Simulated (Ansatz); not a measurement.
HGa, triplet, geometry from GFN2-xTB (such geometries of metal compounds can be far from the true shape) (the spin is typed, not shown lowest), with bond 2-1 at 2.4 times its length; SC-NEVPT2/cc-pVDZ, CASSCF(2,3) in Ansatz (a program for electronic structure).

Input for Ansatz:
Ansatz 0.2 input:
```yaml
crystal:
  periodic: [false, false, false]
  atoms:
    - {symbol: Ga, position_ang: [-0.00000000, -0.00000000, -0.05376744]}
    - {symbol: H, position_ang: [0.00000000, 0.00000000, 4.07557174]}
basis:
  gaussian:
    orbitals: cc-pVDZ
correlation: {method: sc_nevpt2, electrons: all, active_space: {window: {electrons: 2, orbitals: 3}}}
magnetization: {spin_polarized: false, initial_magnetization: 2}
```

It wrote (shortened):

```
Functional definition: HF
369 factors; integrals over basis functions are off by at most 2.2e-4 eV
mean field evaluation 1: about -52345.8144 eV, gradient 4.9e0 eV
mean field evaluation 2: about -52345.8156 eV, gradient 4.9e0 eV
mean field evaluation 4: about -52346.2277 eV, gradient 6.3e-1 eV
mean field evaluation 8: about -52346.2347 eV, gradient 2.9e-4 eV
mean field evaluation 16: about -52346.2346 eV, gradient 9.3e-2 eV
mean field evaluation 32: about -52346.2163 eV, gradient 1.5e-1 eV
mean field evaluation 64: about -52346.1971 eV, gradient 9.0e-2 eV
mean field -52346.23473634 eV, -1923.6886450081 hartree, gradient 1.8e-6 eV, S^2 2.000000; 8 other end points of the search recorded, 0 dependent functions left out
reference -52346.23473634 eV, -1923.6886450081 hartree; 17, 15 occupied and 15, 17 virtual orbitals, 369 factors
state -52346.23473634 eV, -1923.6886450081 hartree
state -52346.23473634 eV, -1923.6886450081 hartree; corrected -52347.72307771 eV, -1923.7433405447 hartree
WARN: 1 active orbitals are nearly empty or full. The corrections depend on them more than the energy does, and are more stable in an active space without them
Total energy: -52347.72307771 eV, -1923.7433405447 hartree
```
